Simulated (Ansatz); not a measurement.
C₂H₈O₂Si₂ (`C=C[SiH2][SiH](O)O`). Charge 0, multiplicity 1. All single points use the PBE0-D4/def2-TZVP geometry. It is one conformer, not always the lowest.

```xyz
14

C    -2.118   -0.237   -1.002
C    -1.209   -1.198   -1.147
Si    0.429   -1.242   -0.253
Si    1.040    0.849    0.602
O    -0.272    1.417    1.421
O     2.341    0.680    1.603
H    -3.063   -0.260   -1.536
H    -1.961    0.606   -0.335
H    -1.437   -2.019   -1.826
H     0.406   -2.254    0.842
H     1.498   -1.666   -1.204
H     1.435    1.828   -0.459
H    -0.192    2.263    1.867
H     3.103    1.233    1.427
```

What is the dipole moment at r2SCAN/def2-TZVPP? (An estimate is asked.)

The calculation gave: 2.15 D, with components (0.54, 2.07, -0.24) D in this frame, pointing from negative to positive charge.

And with PBE, B3LYP, ωB97M-V? (Estimate.)

Computed: PBE 2.10 D, B3LYP 2.17 D, ωB97M-V 2.19 D.

Give the Mulliken charges with r2SCAN, B3LYP, ωB97M-V in def2-TZVPP. (Estimate.)

The calculation gave: 
```tsv
atom	r2SCAN	B3LYP	ωB97M-V
C1	-0.12	-0.19	-0.18
C2	-0.21	-0.21	-0.24
Si3	0.24	0.22	0.15
Si4	0.57	0.56	0.49
O5	-0.40	-0.38	-0.37
O6	-0.40	-0.38	-0.36
H7	0.08	0.10	0.11
H8	0.08	0.10	0.10
H9	0.07	0.09	0.10
H10	-0.07	-0.07	-0.03
H11	-0.09	-0.08	-0.04
H12	-0.13	-0.13	-0.08
H13	0.20	0.18	0.17
H14	0.20	0.18	0.18
```

B3LYP here is the variant with VWN-RPA as its local correlation; programs differ in this.
